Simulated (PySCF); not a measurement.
**Two-photon absorption: SMILES [H]/N=C(/C=O)C1=CCCC1=O, C7H7NO2**

Geometry (Å), atoms numbered from 1 in this order:
```xyz
17

N     2.243    1.386    0.770
C     1.721    0.469    0.066
C     2.697   -0.284   -0.781
O     2.454   -1.217   -1.497
C     0.299    0.111    0.033
C    -0.319   -0.781   -0.762
C    -1.782   -0.869   -0.510
C    -2.042    0.134    0.613
C    -0.692    0.749    0.932
O    -0.482    1.601    1.761
H     1.589    1.898    1.363
H     3.716    0.124   -0.667
H     0.163   -1.383   -1.513
H    -2.336   -0.630   -1.421
H    -2.056   -1.889   -0.232
H    -2.735    0.925    0.323
H    -2.444   -0.333    1.512
```

Method: TDDFT wB97X-D/def2-SVPD excited states, vertical, gas phase (PySCF 2.14.0). Geometry: GFN2-xTB.

(1) Give the one- and two-photon strengths of the lowest singlets.

## Answers

(1) δ for parallel linear polarisation; σ at the peak of a Lorentzian of half width 0.1 eV, single beam; Ω is circular over linear.
```tsv
state	E (eV)	f	photon λ (nm)	δ (au)	σ (GM)	Ω	main
S1	3.38	0.000	734	0.63	0.00	1.08	HOMO→LUMO 0.71, HOMO−2→LUMO 0.13
S2	3.98	0.000	623	0.22	0.00	1.10	HOMO→LUMO+1 0.57, HOMO−2→LUMO 0.16
S3	4.34	0.003	571	0.46	0.00	1.49	HOMO−3→LUMO 0.61, HOMO−2→LUMO+1 0.12
S4	5.22	0.001	475	2.17	0.02	1.28	HOMO−2→LUMO 0.29, HOMO−3→LUMO 0.26
S5	5.44	0.185	455	174	1.89	0.92	HOMO−1→LUMO 0.79, HOMO−2→LUMO+1 0.08
```

Among these, the strongest one-photon state is S5, the strongest two-photon state S5, with a dipole change of 4.0 D (relaxed, norm of the difference vector).
